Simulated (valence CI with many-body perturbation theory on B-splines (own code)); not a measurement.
## Level structure of Eu31+

Computed by valence CI with perturbative core correlation (CI+MBPT): four valence electrons over a frozen Dirac-Fock core [Ar] 3d10, radial functions for each j: 11 s, 11 p, 10 d, 8 f, 5 g, 2 h, with the one-electron correlation potential Σ1 (screened to all orders), the two-electron term Σ2, the three-electron term Σ3, Breit, model QED; selected single and double excitations, second order for the rest, scaled by the run's own slope (own B-spline code, finite nucleus).

No measured spectrum was set against this ion. As an estimate, large intervals hold to a few tenths of a per cent, small ones and those within an open d or f shell to about a per cent. Among the levels kept, up to 380 cm⁻¹ of a level comes from second order outside the variational space, and about a tenth of that is noise between levels of different J, which matters for small intervals.

Levels 136 to 180 of 185, with energies above the lowest level, (4s^2 4p1/2^2) J=0. "Leading %" is the weight of the configuration and term that name the level; weights of strongly mixed levels are sums over their largest components and can fall short. In the jj column 3d3/2^4 stands for four electrons in 3d with j = 3/2. Lifetimes count E1, E2, E3, M1 and M2 decay at the calculated energies, and are blank where another channel may lead or the interval is too uncertain; long ones can be off by a factor of two.

```tsv
No.	Configuration	Term	J	E (eV)	Leading %	Leading jj	Lifetime
136	4s4p4d²	⁵D°	2	384.97	22	4s 4p1/2 4d3/2 4d5/2 (48 %)	2.18 ps
137	4s4p4d²	⁵D°	1	385.19	43	4s 4p1/2 4d3/2^2 (49 %)	2.40 ps
138	4p³4d	³D°	3	385.44	16	4s 4p1/2 4d3/2 4d5/2 (46 %)	3.04 ps
139	4s4p4d²	⁵G°	4	385.80	37	4p1/2 4p3/2^2 4d5/2 (36 %)	5.85 ps
140	4p³4d	³P°	2	386.90	19	4p1/2 4p3/2^2 4d3/2 (38 %)	2.52 ps
141	4s4p4d²	⁵F°	1	387.58	31	4s 4p1/2 4d3/2^2 (46 %)	1.78 ps
142	4p³4d	¹P°	1	388.84	21	4p1/2 4p3/2^2 4d5/2 (37 %)	2.33 ps
143	4p³4d	³D°	3	389.15	13	4p1/2 4p3/2^2 4d3/2 (34 %)	1.99 ps
144	4p³4d	³P°	0	391.13	46	4p1/2 4p3/2^2 4d5/2 (63 %)	3.58 ps
145	4s4p4d²	⁵F°	2	391.26	22	4s 4p1/2 4d3/2 4d5/2 (33 %)	1.65 ps
146	4s4p4d²	³H°	4	391.85	50	4s 4p1/2 4d3/2 4d5/2 (53 %)	9.84 ps
147	4s4p4d²	⁵G°	5	392.25	30	4s 4p1/2 4d3/2 4d5/2 (30 %)	5.98 ps
148	4p³4d	³D°	2	393.50	29	4p1/2 4p3/2^2 4d5/2 (39 %)	3.89 ps
149	4p³4d	³P°	1	393.53	41	4p1/2 4p3/2^2 4d5/2 (39 %)	2.21 ps
150	4s4p4d²	³G°	3	393.65	24	4s 4p1/2 4d3/2 4d5/2 (34 %)	4.12 ps
151	4s4p4d²	⁵D°	4	394.53	32	4s 4p1/2 4d5/2^2 (46 %)	4.35 ps
152	4p³4d	³P°	2	395.31	21	4p1/2 4p3/2^2 4d5/2 (53 %)	3.70 ps
153	4p³4d	¹P°	1	395.81	25	4p1/2 4p3/2^2 4d3/2 (35 %)	1.81 ps
154	4s4p4d²	⁵D°	3	395.96	27	4s 4p1/2 4d3/2 4d5/2 (64 %)	1.90 ps
155	4s4p4d²	³F°	2	396.01	19	4p1/2 4p3/2^2 4d5/2 (34 %)	3.30 ps
156	4s4p²4f	⁵G°	5	397.33	24	4s 4p1/2 4p3/2 4f7/2 (49 %)	10.9 ps
157	4p³4d	³F°	3	397.50	27	4p1/2 4p3/2^2 4d5/2 (49 %)	4.26 ps
158	4s4p²4f	⁵F°	1	397.58	19	4s 4p1/2 4p3/2 4f5/2 (36 %)	2.13 ps
159	4p³4d	³P°	2	397.94	20	4s 4p1/2 4p3/2 4f5/2 (38 %)	2.63 ps
160	4s4p4d²	³F°	4	398.94	19	4s 4p1/2 4d3/2 4d5/2 (41 %)	2.90 ps
161	4s4p²4f	⁵G°	3	399.04	34	4s 4p1/2 4p3/2 4f5/2 (62 %)	2.33 ps
162	4s4p4d²	⁵D°	2	399.16	26	4s 4p1/2 4d3/2 4d5/2 (69 %)	1.69 ps
163	4s4p²4f	⁵G°	4	399.55	35	4s 4p1/2 4p3/2 4f5/2 (35 %)	2.29 ps
164	4s4p²4f	⁵F°	5	399.68	26	4s 4p1/2 4p3/2 4f7/2 (55 %)	3.88 ps
165	4s4p²4f	⁵F°	1	399.79	32	4s 4p1/2 4p3/2 4f5/2 (34 %)	3.08 ps
166	4s4p²4f	⁵F°	2	399.98	29	4s 4p1/2 4p3/2 4f5/2 (39 %)	2.37 ps
167	4p³4d	¹F°	3	400.13	17	4p1/2 4p3/2^2 4d5/2 (48 %)	3.59 ps
168	4s4p²4f	⁵F°	1	401.24	24	4s 4p1/2 4p3/2 4f5/2 (35 %)	1.91 ps
169	4s4p²4f	⁵G°	6	402.45	47	4s 4p1/2 4p3/2 4f7/2 (85 %)	11.0 ps
170	4s4p4d²	³F°	3	403.04	12	4s 4p1/2 4d5/2^2 (33 %)	3.40 ps
171	4s4p4d²	³D°	2	403.10	17	4s 4p1/2 4d5/2^2 (45 %)	2.80 ps
172	4s4p4d²	³G°	3	403.92	22	4s 4p1/2 4d3/2 4d5/2 (27 %)	1.98 ps
173	4s4p²4f	³G°	5	404.05	40	4s 4p1/2 4p3/2 4f7/2 (56 %)	3.40 ps
174	4s4p²4f	³G°	4	404.84	37	4s 4p1/2 4p3/2 4f5/2 (55 %)	2.55 ps
175	4s4p4d²	³P°	0	405.42	54	4s 4p1/2 4d3/2 4d5/2 (48 %)	1.82 ps
176	4s4p²4f	³F°	3	405.44	34	4s 4p1/2 4p3/2 4f5/2 (56 %)	3.13 ps
177	4s4p²4f	⁵D°	2	405.64	32	4s 4p1/2 4p3/2 4f5/2 (56 %)	3.07 ps
178	4s4p²4f	⁵D°	1	406.11	45	4s 4p1/2 4p3/2 4f5/2 (74 %)	3.76 ps
179	4s4p²4f	⁵D°	0	406.13	51	4s 4p1/2 4p3/2 4f5/2 (75 %)	3.93 ps
180	4s4p4d²	³F°	2	407.15	16	4s 4p1/2 4d3/2 4d5/2 (31 %)	1.78 ps
```

Where two levels of one J and parity lie close, their mixing, g and order are uncertain.
